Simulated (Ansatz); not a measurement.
Calculated with Ansatz (gas phase, PBE0-D4/def2-TZVP geometries, no zero-point term in ΔE). CCSD(T)/CBS adds triple-zeta CCSD(T) − MP2 to the extrapolated MP2 energy (def2 sets, frozen cores). This one scheme is used for every species. DFT in def2-TZVPP. B3LYP here is the variant with VWN-RPA as its local correlation; programs differ in this. For Br outer-core shells are correlated without core-valence functions, which leaves a few kJ/mol of doubt a bond. Scalar relativity is left out up to krypton. One conformer a species, not always the lowest.

`N[Si](F)(F)Cl` + HBr → `N[Si](F)(Cl)Br` + H–F  (ligand exchange at the Si–F bond)

| level | ΔE (kJ/mol) | difference from CCSD(T)/CBS |
| --- | --- | --- |
| LDA (SPW92) | 55.7 | 0.7 |
| PBE-D4 | 49.1 | -5.9 |
| BLYP-D4 | 59.4 | 4.4 |
| r2SCANh-D4 | 61.4 | 6.4 |
| r2SCAN0-D4 | 60.4 | 5.4 |
| ωB97X-V | 60.3 | 5.3 |
| ωB97M-V | 59.3 | 4.3 |
| PBE-QIDH | 55.0 | 0.0 |
| BLYP | 70.6 | 15.6 |
| r2SCAN | 63.4 | 8.4 |
| B3LYP | 69.9 | 14.9 |
| HF/def2-SVP | 69.9 | 14.9 |
| MP2/def2-SVP | 58.1 | 3.1 |
| CCSD/def2-TZVPP | 65.9 | 10.9 |
| HF/def2-QZVPP | 81.3 | 26.3 |
| MP2/CBS(def2) | 46.3 | -8.7 |
| CCSD(T)/CBS | 55.0 | 0 |

Largest T1 diagnostic among the species: 0.010.

The D4 term adds −9.3 kJ/mol with B3LYP and −4.9 kJ/mol with PBE0; it sums over pairs of atoms, weighted by their polarisabilities, and B3LYP, whose exchange is more repulsive, gets the larger term. At CCSD(T), def2-SVP lies +8.7 kJ/mol from the extrapolated value and def2-TZVPP +7.7 kJ/mol.
